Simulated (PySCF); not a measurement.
**[Hf(CH3)2(Br)2] (charge 0, multiplicity 1)**

These are PBE-D3(BJ)/def2-TZVP // r2SCAN-D4/def2-SVP (PySCF) values and carry that method's errors.

HOMO: -6.82 eV
dipole moment: 1.51 D
HOMO–LUMO gap: 4.35 eV
LUMO: -2.47 eV
charge on the central atom (Mulliken): 1.09 e
total energy: -143553.29 eV
cost: around 4 core-minutes (rough)

```xyz
11

Hf     0.0080    -0.0628    -0.0495
C      0.0123     1.9744    -0.8376
H     -0.6299     2.0751    -1.7323
H      1.0353     2.2835    -1.1242
H     -0.3570     2.6906    -0.0793
C      1.3373     0.1070     1.6753
H      0.9460     0.8427     2.4032
H      2.3445     0.4431     1.3643
H      1.4558    -0.8563     2.2054
Br     1.0988    -1.5653    -1.7408
Br    -2.3036    -0.5830     0.7837
```
Charge 0, spin multiplicity 1.
